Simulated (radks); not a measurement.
Values are calculated unless marked as measured or tabulated.
Task: All-electron atom: La XVII in [Kr] 4d4 5s1 (not the ground configuration). Level of theory: Dirac Kohn-Sham, BLYP, spin-unpolarised, spherical densities, finite nucleus; open shells are shared between the two j in proportion to 2j + 1; Fermi nuclear charge, rms radius 4.855 fm (a radial shooting solver on a logarithmic mesh with Libxc functionals). Some entries of the table are withheld. Estimate them.

orbital  occ.  eigenvalue (eV)  <1/r> (bohr^-1)  <r^2> (bohr^2)
1s1/2       2        -39097.25            62.01       0.0008537
2s1/2       2        -6537.055            14.60         0.01355
2p1/2       2        -6188.030            14.58             (1)
2p3/2       4        -5774.469            13.25             (2)
3s1/2       2        -1678.748            5.277         0.09210
3p1/2       2        -1531.895            5.192         0.08682
3p3/2       4        -1450.480            4.863         0.09428
3d3/2       4        -1194.252            4.730         0.07713
3d5/2       6        -1176.722            4.646         0.07923
4s1/2       2        -595.0958              (3)          0.4390
4p1/2       2        -538.9740            2.207          0.4579
4p3/2       4        -519.1052            2.105          0.4887
4d3/2     1.6        -425.6815            1.948          0.5288
4d5/2     2.4        -421.8230            1.924          0.5386
5s1/2       1        -290.3958            1.179           1.568

Result: 
(1) 2p1/2 <r^2> (bohr^2): 0.009948
(2) 2p3/2 <r^2> (bohr^2): 0.01121
(3) 4s1/2 <1/r> (bohr^-1): 2.290
